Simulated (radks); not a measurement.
Kr+, 35 electrons, occupied as [Ar] 3d10 4s1.5 4p5.5 (fractional occupations, a model configuration).

All-electron calculation, scalar-relativistic Kohn-Sham, LDA (Slater exchange, Perdew-Wang correlation), spin-polarised, spherical densities, finite nucleus; open shells are filled with parallel spins first; Fermi nuclear charge, rms radius 4.1884 fm. Program: a radial shooting solver on a logarithmic mesh with Libxc functionals.

Energy parts (Ry):
total: -5572.06006
kinetic: 5697.56039
electron-nucleus: -13415.76212
Hartree: 2331.35975
exchange-correlation: -185.21808

Orbitals (lengths in bohr, moments of r in powers of bohr; <r^-3> diverges for s and p1/2; r(max) is where P^2 peaks):
1s up: occ. 1; eigenvalue (Ry) -1039.884; r(max) 0.02712; <r^4> 0.00001392
1s down: occ. 1; eigenvalue (Ry) -1039.875; r(max) 0.02712; <r^4> 0.00001392
2s up: occ. 1; eigenvalue (Ry) -137.7808; r(max) 0.1545; <r^4> 0.002738
2s down: occ. 1; eigenvalue (Ry) -137.7750; r(max) 0.1545; <r^4> 0.002738
2p up: occ. 3; eigenvalue (Ry) -122.0477; r(max) 0.1234; <r^4> 0.001976; <r^-3> 1493
2p down: occ. 3; eigenvalue (Ry) -122.0410; r(max) 0.1234; <r^4> 0.001976; <r^-3> 1493
3s up: occ. 1; eigenvalue (Ry) -20.27099; r(max) 0.4675; <r^4> 0.1671
3s down: occ. 1; eigenvalue (Ry) -20.26020; r(max) 0.4675; <r^4> 0.1667
3p up: occ. 3; eigenvalue (Ry) -15.26190; r(max) 0.4633; <r^4> 0.1984; <r^-3> 222.2
3p down: occ. 3; eigenvalue (Ry) -15.24995; r(max) 0.4633; <r^4> 0.1978; <r^-3> 222.3
3d up: occ. 5; eigenvalue (Ry) -6.94111; r(max) 0.4100; <r^4> 0.3088; <r^-3> 26.96
3d down: occ. 5; eigenvalue (Ry) -6.92657; r(max) 0.4099; <r^4> 0.3057; <r^-3> 27.01
4s up: occ. 1; eigenvalue (Ry) -2.57043; r(max) 1.321; <r^4> 11.15
4s down: occ. 0.5; eigenvalue (Ry) -2.50604; r(max) 1.321; <r^4> 11.39
4p up: occ. 3; eigenvalue (Ry) -1.49835; r(max) 1.505; <r^4> 24.00; <r^-3> 21.14
4p down: occ. 2.5; eigenvalue (Ry) -1.44131; r(max) 1.510; <r^4> 25.26; <r^-3> 20.75

The highest occupied level is 4p down at -19.610 eV. The spin density at the nucleus is 23.75 e/bohr^3 (1s 0.05, 2s 0.04, 3s -0.08, 4s 23.74). Summed over all electrons, <r^2> = 31.81 bohr^2, which gives a Langevin (diamagnetic) susceptibility term of -25.2 x 10^-6 cm^3/mol. The electron density at the nucleus is 4.988e+04 e/bohr^3 (large components only).
